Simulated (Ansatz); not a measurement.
Cost and result for the atomization energy of `[GaH2][BH][SiH2]I` (9 atoms, 8 bonds).

```csv
atom,x (Å),y (Å),z (Å)
Ga1,-1.933,-0.176,-0.035
B2,-0.014,-0.160,0.730
Si3,1.498,0.648,-0.201
I4,1.452,-1.832,-0.590
H5,-3.011,0.811,0.567
H6,-2.410,-1.094,-1.222
H7,0.231,-0.491,1.854
H8,2.797,0.994,0.427
H9,1.391,1.300,-1.529
```

Charge 0, multiplicity 1. Correlated methods include outer-core shells of Ga, I, which these sets cover unevenly. Scalar relativity is left out up to krypton. I: def2 effective core potential. All single points use the PBE0-D4/def2-TZVP geometry. It is one conformer, not always the lowest. Program: Ansatz. All runs use 4 threads of an Arm Neoverse V2 on a shared host. Times are those of one run each, without the atoms' runs, and a repeat can differ threefold. Electronic energies, without spin–orbit coupling; frozen cores. CCSD(T)/CBS adds CCSD(T) − MP2 in def2-TZVPP to the MP2 limit, and its time is that of the two runs behind it. T1 = 0.013. With those shells the extrapolation isn't a true limit. HSE06 is the plane-wave form, built on full-range PBE exchange.

CCSD(T)/CBS is a level of theory with its own doubt, some kJ/mol a heavy atom from the limit and from the frozen cores, so smaller differences don't rank the functionals.

```
                             level  functions  wall time  atomization (kJ/mol)  difference from CCSD(T)/CBS  per bond
            LDA (SPW92)/def2-TZVPP        241      1.4 s                2674.2                        295.0      36.9
              revPBE-D4/def2-TZVPP        241      2.5 s                2329.0                        -50.2      -6.3
                BLYP-D4/def2-TZVPP        241      2.7 s                2318.9                        -60.3      -7.5
                PBE0-D4/def2-TZVPP        241        4 s                2366.4                        -12.8      -1.6
               HSE06-D4/def2-TZVPP        241      4.3 s                2367.4                        -11.8      -1.5
r2SCAN-D4/def2-TZVPP (with forces)        241      5.5 s                2393.6                         14.4       1.8
                 B2PLYP/def2-TZVPP        241      7.5 s                2320.4                        -58.8      -7.3
               PBE-QIDH/def2-TZVPP        241        8 s                2367.3                        -11.9      -1.5
                  CCSD(T)/def2-SVP        115       10 s                2209.4                       -169.8     -21.2
                 B97M-V/def2-TZVPP        241       12 s                2397.8                         18.6       2.3
                    MP2/def2-QZVPP        448       25 s                2369.9                         -9.3      -1.2
                CCSD(T)/def2-TZVPP        241      4 min                2319.6                        -59.6      -7.5
                 CCSD(T)/CBS(def2)          –    4.4 min                2379.2                          0.0       0.0
```

The D4 term adds +45.0 kJ/mol with B3LYP and +23.4 kJ/mol with PBE0; it sums over pairs of atoms, weighted by their polarisabilities, and B3LYP, whose exchange is more repulsive, gets the larger term. From r2SCAN to r2SCAN0 (25 % exact exchange), in def2-TZVPP and without D4, the atomization energy moves by −22.5 kJ/mol: exact exchange takes away binding that semilocal exchange gives to molecules. Leaving LDA and LC-ωPBE aside and taking each functional with its dispersion term where it has one, the values spread over 78.9 kJ/mol, from BLYP-D4 to B97M-V. LDA lies +326.2 kJ/mol from PBE without D4, its usual overbinding.

B3LYP here is the variant with VWN-RPA as its local correlation; programs differ in this.

Spin–orbit coupling would lower the free I atoms strongly, and the atomization energy with them, by more than many differences here.
